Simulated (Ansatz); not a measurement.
`O[BH][GaH][GeH3]` + `[OH][GeH3]` → `[GeH3][O][GeH3]` + `O[BH][GaH2]` at 600 K and 1 bar (cleavage of the Ge–Ga bond).

Calculated with Ansatz (gas phase, PBE0-D4/def2-TZVP geometries, no zero-point term in ΔE). CCSD(T)/CBS adds triple-zeta CCSD(T) − MP2 to the extrapolated MP2 energy (def2 sets, frozen cores). For Ga, Ge outer-core shells are correlated without core-valence functions, which leaves a few kJ/mol of doubt a bond. Scalar relativity is left out up to krypton. One conformer a species, not always the lowest.

```json
{"species": "`O[BH][GaH][GeH3]`", "CCSD(T)/CBS energy (Eh)": "-4103.64889", "H − E (kJ/mol)": "216.9", "S (J/(mol·K))": "489.7"}
{"species": "`[OH][GeH3]`", "CCSD(T)/CBS energy (Eh)": "-2153.69723", "H − E (kJ/mol)": "132.5", "S (J/(mol·K))": "324.6"}
{"species": "`[GeH3][O][GeH3]`", "CCSD(T)/CBS energy (Eh)": "-4231.02116", "H − E (kJ/mol)": "189.3", "S (J/(mol·K))": "432.6"}
{"species": "`O[BH][GaH2]`", "CCSD(T)/CBS energy (Eh)": "-2026.31965", "H − E (kJ/mol)": "150.8", "S (J/(mol·K))": "369.1"}
```

H − E and S are ideal-gas, rigid-rotor, harmonic terms from PBE0-D4/def2-TZVP, for one conformer and one mirror image of each species. 1 Eh = 2625.50 kJ/mol, R = 8.31446 J/(mol·K).

**Question.** By hand: ΔE, ΔH, ΔS and ΔG.

**Answer.** ΔE = (-4231.02116) + (-2026.31965) − (-4103.64889) − (-2153.69723) = 0.00531 Eh = 13.9 kJ/mol. Δ(H − E) = 189.3 + 150.8 − 216.9 − 132.5 = -9.3, so ΔH = 4.6 kJ/mol. ΔS = 432.6 + 369.1 − 489.7 − 324.6 = -12.6 J/(mol·K). ΔG = 4.6 − 600 × (-12.6)/1000 = 12.2 kJ/mol.

**Question.** By hand: the equilibrium constant, and the temperature at which ΔG would vanish if ΔH and ΔS stayed fixed.

**Answer.** log₁₀ K = −ΔG/(RT ln 10) = -1.1. ΔH and −TΔS have one sign here, so there is no such temperature. One of them is within its doubt of zero, so this could turn.

TΔS isn't small against ΔH here. A doubt of 5 kJ/mol in ΔE shifts log₁₀ K by 0.4 here. Other conformers and mirror images would add mixing entropy, several J/(mol·K) or more a flexible species. Modes under 60 cm⁻¹, often nearly free rotors, make the harmonic entropy too high. These are equilibria of isolated gas molecules and say nothing of rates. Largest T1 diagnostic: 0.014 (customary marks: 0.02 for closed shells, 0.045 for open ones).
